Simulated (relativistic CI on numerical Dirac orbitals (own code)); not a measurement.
# Os²⁺: O2,3 absorption edge

Computed with this model: Dirac-Coulomb-Breit CI, KLI orbitals optimised for each configuration, model QED (radiative potential, 1s self-energy scaled to tabulated hydrogen-like ionisation energies), valence Slater integrals scaled by 0.8, multiplet model of core-to-valence dipole absorption; configurations [Xe] 4f14 5d6 → [Kr] 4d10 4f14 5s2 5p5 5d7; 10 K; Lorentzian 1.5 eV and Gaussian 0.3 eV FWHM. Energies are those of the free ion, without screening or charge transfer. The branching ratio is the share of the lower-energy edge in the whole absorption, uncertain by about 0.02 where the edges overlap. S is read from ⟨S²⟩ = S(S + 1).

Field parameters in Wybourne normalisation: Oh B⁴₀ = 21Dq, B⁴₄ = √(5/14) B⁴₀. The field is a parameter set, without covalency.

Computed curve for Oh, 10Dq = 33300 cm⁻¹, scaled to 100 at the maximum (points under 2 are left out and the grid is thinned):

Energy (eV), Intensity and a bar:
```
    42.25        2.1 
    42.75        2.4 
    43.25        2.9 
    43.50        3.1 
    44.00        3.9 #
    44.50        5.0 #
    45.00        6.8 #
    45.50        9.4 ##
    46.00       11.2 ###
    46.25       12.0 ###
    46.75       15.2 ####
    47.25       22.6 ######
    47.75       37.5 ###########
    48.25       63.6 ###################
    48.50       77.8 ########################
    49.00       96.2 ##############################
    49.50       97.2 ##############################
    50.00       75.9 #######################
    50.50       58.2 ##################
    50.75       50.8 ###############
    51.25       38.1 ###########
    51.75       30.4 #########
    52.25       25.6 #######
    52.75       23.1 #######
    53.25       21.2 ######
    53.50       19.5 #####
    54.00       16.8 #####
    54.50       15.8 ####
    55.00       13.8 ####
    55.50       11.4 ###
    55.75       10.3 ###
    56.25        9.0 ##
    56.75        8.7 ##
    57.25        8.5 ##
    57.75        8.1 ##
    58.00        8.0 ##
    58.50        8.4 ##
    59.00       10.0 ##
    59.50       13.5 ####
    60.00       19.7 ######
    60.50       32.4 ##########
    60.75       41.9 #############
    61.25       58.1 ##################
    61.75       47.9 ##############
    62.25       28.5 ########
    62.75       18.3 #####
    63.00       15.9 ####
    63.50       14.5 ####
    64.00       17.3 #####
    64.50       20.3 ######
    65.00       16.1 ####
    65.25       13.8 ####
    65.75       10.6 ###
    66.25        7.5 ##
    66.75        5.4 #
    67.25        4.2 #
    67.75        3.4 
    68.00        3.1 
    68.50        2.5 
    69.00        2.1
```

The ground state has S = 0.11, and the centroid lies at 53.96 eV.
